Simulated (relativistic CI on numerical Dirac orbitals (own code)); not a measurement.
A reference radial Dirac CI calculation of Cl VII gave the lowest total energy -450.19469 Ha in 10 SCF steps, from this input:

```
atom Cl  Z=17  charge=6  electrons=11
nucleus A=35  rms_radius_fm=3.3654
hamiltonian dirac-coulomb  breit=on  qed=on  c_scale=1
orbitals kli  potential=per-configuration
slater_scale 1
correlation none
mixing on
grid step=0.0125 r_max=14.7
scf mixing=0.4 start=green max_iterations=150 tolerance=2e-08 node_fill=0.05
configurations
  [Ne] 3s
end
```

One setting was then changed, and the output read:

```
SCF 1: [Ne] 3s
 iter      energy (Ha)   residual   last orbital (Ha)
    1      -443.399269   2.02e+00     -5.94450
    2      -448.478027   1.05e+00     -5.04248
    3      -450.356639   6.72e-02     -4.22328
    4      -450.367563   5.39e-02     -4.22152
    5      -450.372333   9.37e-04     -4.17067
    6      -450.372333   2.91e-04     -4.17138
error: SCF of 1s2 2s2 2p6 3s did not converge
end: not converged
```

**Question.** Which setting was changed?
A. QED terms
B. charge
C. Slater scale
D. iteration limit

**Answer.** D. The iteration limit 6. This setting is bad on purpose; its numbers may not be properties of the ion.
